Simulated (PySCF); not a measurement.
Molfile (atoms numbered from 1):
```
C3H10OSi
     RDKit          3D

 15 14  0  0  0  0  0  0  0  0999 V2000
   -2.3729    0.8714   -0.3732 C   0  0  0  0  0  0  0  0  0  0  0  0
   -1.3559   -0.1665    0.0396 C   0  0  0  0  0  0  0  0  0  0  0  0
   -0.0611    0.3623   -0.1009 O   0  0  0  0  0  0  0  0  0  0  0  0
    1.3396   -0.4669    0.2616 Si  0  0  0  0  0  4  0  0  0  0  0  0
    2.7646    0.6784   -0.0954 C   0  0  0  0  0  0  0  0  0  0  0  0
   -3.3963    0.4810   -0.2669 H   0  0  0  0  0  0  0  0  0  0  0  0
   -2.2756    1.7724    0.2507 H   0  0  0  0  0  0  0  0  0  0  0  0
   -2.2179    1.1656   -1.4219 H   0  0  0  0  0  0  0  0  0  0  0  0
   -1.5360   -0.4751    1.0887 H   0  0  0  0  0  0  0  0  0  0  0  0
   -1.4713   -1.0769   -0.5815 H   0  0  0  0  0  0  0  0  0  0  0  0
    1.4260   -1.7132   -0.5686 H   0  0  0  0  0  0  0  0  0  0  0  0
    1.3274   -0.8833    1.7026 H   0  0  0  0  0  0  0  0  0  0  0  0
    3.7229    0.1864    0.1321 H   0  0  0  0  0  0  0  0  0  0  0  0
    2.6890    1.5906    0.5152 H   0  0  0  0  0  0  0  0  0  0  0  0
    2.7681    0.9718   -1.1559 H   0  0  0  0  0  0  0  0  0  0  0  0
  1  2  1  0
  2  3  1  0
  3  4  1  0
  4  5  1  0
  1  6  1  0
  1  7  1  0
  1  8  1  0
  2  9  1  0
  2 10  1  0
  4 11  1  0
  4 12  1  0
  5 13  1  0
  5 14  1  0
  5 15  1  0
M  END
```

Geometry: PBE0-D3(BJ)/def2-SVP; GIAO shifts from PySCF, gas phase, non-relativistic, averaged over equivalent atoms.

At PBE0/pcSseg-1 (142 basis functions, 12 s wall time on 1 thread of an Arm Neoverse V1, shared host):
```tsv
atoms	δ (ppm)
C2	62.7
C1	20.2
C5	-3.6
O3	37.8
Si4	-9.9
H11/H12	4.85
H9/H10	3.66
H6/H7/H8	1.26
H13/H14/H15	0.32
```

Shifts are taken against calculated references (same method and geometry level): $^{13}$C (σ = 184.41 ppm), $^{29}$Si (σ = 351.99 ppm), $^{1}$H (σ = 31.27 ppm) against TMS; $^{17}$O (σ = 334.56 ppm) against H2O.

What do these become at PBE/pcSseg-2?

Results:


| atoms | δ at PBE/pcSseg-2 | change |
| --- | --- | --- |
| C2 | 67.7 | +5.0 |
| C1 | 20.8 | +0.6 |
| C5 | -4.0 | -0.4 |
| O3 | 55.0 | +17.2 |
| Si4 | -12.6 | -2.7 |
| H11/H12 | 5.17 | +0.32 |
| H9/H10 | 3.86 | +0.20 |
| H6/H7/H8 | 1.19 | -0.07 |
| H13/H14/H15 | 0.32 | +0.00 |

Shifts are taken against calculated references (same method and geometry level): TMS for $^{13}$C (σ = 179.39 ppm), $^{29}$Si (σ = 323.43 ppm), $^{1}$H (σ = 31.18 ppm); $^{17}$O (σ = 327.88 ppm) vs H2O.

The largest change is at O3 (oxygen bonded to C, Si). Cost: 327 basis functions, 59 s wall time on 1 thread of an Arm Neoverse V1, shared host. The order of the carbon signals is the same at both levels.

Experimental scales use liquid or dissolved standards, which lie at an offset from isolated H2O (liquid H2O: subtract about 36 ppm).
